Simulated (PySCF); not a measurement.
Spinor energies of Ti(3+) (titanium, charge +3)

Start: [Ar] 3d1; 3d5/2 filled at m_j = +5/2. Calculated with PySCF 2.14 in x2c-SVPall-2c with one added diffuse shell each of s, d type (6s5p4d1f, 48 functions): generalised Hartree-Fock with the X2C-1e Hamiltonian and a Gaussian nucleus; one run each with spin-orbit coupling (SO) switched off, then screened by Boettger's factors. This is a chosen level, not necessarily the ground level.

```
spinor shell  electrons  ε, spin-free (eV)  ε, screened SO (eV)  weight of nominal j (screened SO)  rms radius, screened SO (bohr)
       1s1/2          2            -5051.9              -5051.9                              1.000                          0.0805
       2s1/2          2            -625.04              -625.04                              1.000                           0.350
       2p1/2          2            -521.03              -524.90                              0.997                           0.318
       2p3/2          4            -521.03              -519.13                              0.999                           0.321
       3s1/2          2            -112.37              -112.37                              1.000                            1.07
       3p3/2          4            -81.780              -81.587                              0.860                            1.16
       3p1/2          2            -81.780              -82.178                              0.720                            1.16
       3d5/2          1            -43.937              -43.917                              1.000                            1.38
```

```tsv
quantity	spin-free	screened SO
E (hartree)	-850.95729	-850.96086
M_J	5/2	5/2
⟨J²⟩	8.754	8.754
⟨L²⟩	6.003	6.004
⟨S²⟩	0.751	0.751
```

Each row is a mean over spinors that exchange with the open shell spreads, by up to 5.370 eV (3p3/2).

Rows whose weight is well below 1 are mixtures of j = l ± 1/2: exchange outweighs spin-orbit coupling there, and the label is only the starting occupation.

Without spin-orbit coupling the j labels of p, d and f shells carry no meaning; the spin-free column gives the mean over the occupied spinors of each nl shell.
